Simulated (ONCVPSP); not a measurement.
What one change does to a pseudopotential (Kr, ONCV)

```
Element                 : Kr (Z = 36)
Generator               : ONCVPSP 4.0.1
Type                    : optimised norm-conserving Vanderbilt (ONCV)
Functional              : PW91
Relativity              : scalar-relativistic
Frozen core             : [Ar]
Valence charge          : 18
Reference configuration : 3d10 4s2 4p3 (charge +3)
Partial waves           : 4s: rc 1.30 bohr, ncon 3, nbas 6, qcut 4 1/bohr, 2 projectors, debl 3.7 Ha; 4p: rc 1.50 bohr, ncon 4, nbas 7, qcut 4.6 1/bohr, 3 projectors, debl 0.6 Ha; 3d: rc 1.00 bohr, ncon 3, nbas 8, qcut 16.9 1/bohr, 2 projectors, debl 3.2 Ha
Local potential         : polynomial inside 0.75 bohr (lpopt 5, dvloc0 0 Ha)
Core correction         : none
```

In the p channel the program set the typed energies aside and used -1.596, 0.250, 0.850 Ha. In the d channel the program set the typed energies aside and used -4.479, 0.250 Ha.

Change: s: nproj 3.

Cutoffs: the cutoffs (Ha) at which the residual kinetic energy of the hardest occupied pseudo-wave falls to 1 and 0.1 mHa per electron; they do not see the model core or the augmentation charge, which bear on the density cutoff. Errors are all-electron minus pseudo energies relative to the spin-unpolarised reference configuration.

Problem. What does the change do?

Solution. The potential gets neither clearly harder nor softer (112 Ha and 123 Ha → 112 Ha and 123 Ha); the bound ghosts move from p, s to p; the errors of the 4 common tests hardly move.

| quantity | base | changed |
| --- | --- | --- |
| cutoff, loose | 112 Ha | 112 Ha |
| cutoff, tight | 123 Ha | 123 Ha |
| bound ghosts | s, p | p |
| GHOST(+) flags under 300 eV | p at 222.0 eV | s at 88.2 eV, p at 222.0 eV |
| error for 3d10 4s2 4p6, meV [ΔE -76.75 eV] | +28 | +29 |
| error for 3d10 4s2 4p5, meV [ΔE -62.40 eV] | +21 | +22 |
| error for 3d10 4s2 4p4, meV [ΔE -37.16 eV] | +10 | +11 |
| error for 3d10 4s2 4p5.5, meV [ΔE -70.86 eV] | +25 | +26 |
| s: phases at 1.32 bohr within 0.05 rad from the reference energy up to (Ha; the scan ends near 5) | n/a | to the end of the scan |
| p: phases at 1.52 bohr within 0.05 rad from the reference energy up to (Ha; the scan ends near 5) | to the end of the scan | to the end of the scan |
| d: phases at 1.01 bohr within 0.05 rad from the reference energy up to (Ha; the scan ends near 5) | to the end of the scan | to the end of the scan |

 A true bound ghost makes a file unfit for plane-wave use even where its test errors are small: the radial tests pick states by their node count and pass the ghost by.
